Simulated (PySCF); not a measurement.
## From computed data to an observable: chemical shift, span and skew from a shielding tensor

F2H5NSi2, SMILES F[SiH2]N[SiH2]F. Atoms are numbered in the order given.

```xyz
10

Si     0.5336    -1.4658    -0.0898
F     -0.6600    -2.5908    -0.1303
N      0.0000     0.0000     0.6812
Si    -0.5336     1.4658    -0.0898
F      0.6600     2.5908    -0.1303
H      1.6533    -2.0744     0.6955
H      0.8919    -1.1317    -1.5025
H      0.0000     0.0000     1.7072
H     -1.6533     2.0744     0.6955
H     -0.8919     1.1317    -1.5025
```
Charge 0, spin multiplicity 1.

Coordinates come from a PBE-D3(BJ)/def2-SVP optimisation. This is a generated structure with no PubChem entry under its InChIKey; it may be hypothetical. One conformer was computed; it need not be the lowest.

GIAO shieldings from PBE0/pcSseg-1 (PySCF), non-relativistic, no solvent. The symmetric part of the tensor of N3 has the principal values 134.6, 205.6, 238.5 ppm. The same nucleus in NH3 has σ = 267.4 ppm at this level (PySCF, at its B3LYP-D3(BJ)/def2-TZVP geometry).

Question: Work out the isotropic shielding, the ¹⁵N shift against NH3, the span and the skew.

Answer: 
σ(iso) = (σ11 + σ22 + σ33)/3 = 192.9 ppm. δ = σ(ref) − σ(iso) = 267.4 − (192.9) = 74.5 ppm.
Span Ω = σ33 − σ11 = 103.9 ppm. Skew κ = 3(σ(iso) − σ22)/Ω = -0.37. Tumbling in solution averages the tensor to δ; in a static solid the shielding alone would spread this spin-1/2 line over Ω.
